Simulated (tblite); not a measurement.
C₆H₆NO (doublet state).
Z-matrix (Å and degrees, GFN2-xTB geometry), rows numbered from 1:
```
C 
C   1  1.5140
O   2  1.2118  1  122.43
C   2  1.4552  1  114.19  3   179.98
C   4  1.3688  2  129.42  1    -0.04
N   5  1.3360  4  111.35  2  -179.94
C   6  1.3746  5  108.30  4    -0.00
C   7  1.3622  6  107.94  5    -0.05
H   1  1.0865  2  109.97  3     0.05
H   1  1.0876  2  109.47  3   120.82
H   1  1.0875  2  109.45  3  -120.65
H   6  1.0069  5  126.00  4   179.94
H   7  1.0720  6  121.33  5  -179.91
H   8  1.0715  4  123.24  2    -0.08
```

The geometry is computed with GFN2-xTB (gas phase). This method treats the open shell by occupation alone, without spin polarisation.

Masses are those of the commonest isotopes; rigid-rotor values at the optimised geometry. The values belong to one conformer with, in the numbering `[CH3:1][C:2](=[O:3])[c:4]1[c:5][nH:6][cH:7][cH:8]1`, C1–C2–C4–C5 0°.

Problem. What are A, B and C (cm⁻¹)?

Solution. Ia = 98.83, Ib = 323.12, Ic = 418.82 u·Å²; 505379 MHz·u·Å²/I gives 5114, 1564 and 1207 MHz, that is A = 0.17057, B = 0.05217, C = 0.04025 cm⁻¹.

Problem. What kind of rotor is it?

Solution. An asymmetric top; Ray's κ = -0.817.

Problem. What does the inertial defect say?

Solution. Not planar: Δ = Ic − Ia − Ib = -3.13 u·Å². For a rigid frame Δ = −2 Σ m c², so Σ m c² = 1.57 u·Å² lies off the ab plane, practically all of it from hydrogen. The atom farthest from that plane is 0.88 Å away.

Problem. Give the other two planar moments, Paa and Pbb, and the rms extents of the mass along the axes.

Solution. Paa = Σ m a² = (Ib + Ic − Ia)/2 = 321.56 and Pbb = Σ m b² = (Ia + Ic − Ib)/2 = 97.26 u·Å². With the mass M = 108.04 u, the rms extents √(P/M) along a, b and c are 1.73, 0.95, 0.12 Å.

Problem. Give the coordinates in the principal-axis frame, origin at the centre of mass.

Solution. The sense of each axis is arbitrary; atoms in the order of the calculation.
```
atom  mass (u)   a (Å)   b (Å)   c (Å)
  C1    12.000  -2.148   1.240   0.000
  C2    12.000  -1.450  -0.104   0.000
  O3    15.995  -2.059  -1.152  -0.001
  C4    12.000   0.003  -0.022   0.000
  C5    12.000   0.811   1.083   0.000
  N6    14.003   2.102   0.741   0.000
  C7    12.000   2.185  -0.631  -0.001
  C8    12.000   0.917  -1.128   0.001
  H9     1.008  -3.225   1.099   0.001
 H10     1.008  -1.849   1.803   0.881
 H11     1.008  -1.850   1.802  -0.882
 H12     1.008   2.883   1.377  -0.002
 H13     1.008   3.133  -1.132   0.000
 H14     1.008   0.600  -2.152   0.003
```

Problem. Where do the levels up to J = 2 lie, in MHz?

Solution. Above 0(0,0):
J = 1: 1(0,1) 2771, 1(1,1) 6320, 1(1,0) 6678
J = 2: 2(0,2) 8286, 2(1,2) 11504, 2(1,1) 12576, 2(2,1) 23225, 2(2,0) 23251
The levels of one J sum to (2J + 1)J(J + 1)(A + B + C)/3.

For this open shell read J as N, the rotation without spin; fine and hyperfine splittings come on top. Its GFN2-xTB frequencies are all real (lowest 41 cm⁻¹). These are rigid-rotor constants of the computed structure; measured ground-state constants (B0) also hold zero-point vibration.

The run took 0.15 s on one thread, Arm Neoverse V1 (aarch64), shared host with 32 logical CPUs at a one-minute load of 10. That covers the optimisation of the geometry.
